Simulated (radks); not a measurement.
Values are calculated unless marked as measured or tabulated.
Numerical settings for the technetium ion Tc+, [Kr] 4d5 5s1. Level of theory: Dirac Kohn-Sham, PBE, spin-unpolarised, spherical densities, finite nucleus; open shells fill j = l - 1/2 first; Fermi nuclear charge, rms radius 4.4112 fm (a radial shooting solver on a logarithmic mesh with Libxc functionals). The defaults (mesh step 0.008 in ln r, mesh end at 40 bohr or more with all orbitals vanishing there, Anderson mixing 0.5 over 9 steps, residual threshold near 1e-9 with the energy settled to 1e-9 hartree or 1e-11 of itself, here a cap of 79 iterations) give E = -4285.9282 hartree and 5s1/2 at -11.370 eV in 14 iterations. Run on one thread of a shared host, so times are rough (Arm Neoverse V1): 0.12 s of CPU time, 0.12 s wall, 14 iterations on 2314 mesh points. Changes against that run (0 stands for a change within the tolerance of the run):

| setting | iterations | converged | E (mhartree) | e(5s1/2) (meV) | CPU (s) |
|---|---|---|---|---|---|
| mesh step in ln r 0.12 | 2 | no | diverged | - | 0.01 |
| mesh step in ln r 0.02 | 14 | yes | 0 | 0 | 0.06 |
| mesh step in ln r 0.2 | 4 | no | diverged | - | 0.02 |
| mesh end (bohr) 5 | 14 | yes | +64.6 | +2.01e+03 | 0.11 |
| mesh end (bohr) 8 | 14 | yes | +0.839 | +48.2 | 0.11 |
| residual threshold 1e-05 | 10 | yes | 0 | +0.0263 | 0.1 |
| residual threshold 0.1 | 9 | yes | 0 | +0.183 | 0.09 |
| mixing 0.2 | 18 | yes | 0 | 0 | 0.15 |
| linear mixing, mixing 0.8 | 72 | yes | 0 | 0 | 0.48 |
| linear mixing, mixing 1 | 79 | no | +7.38e+03 | -4.16e+04 | 1.3 |
| mixing history 3 | 15 | yes | 0 | 0 | 0.12 |
| iteration cap 8 | 8 | no | 0 | +0.183 | 0.07 |

Settings that end as converged yet miss the energy by more than 1 mhartree: mesh end (bohr) 5 (+0.0646 hartree). A mesh that ends early acts as a hard wall.
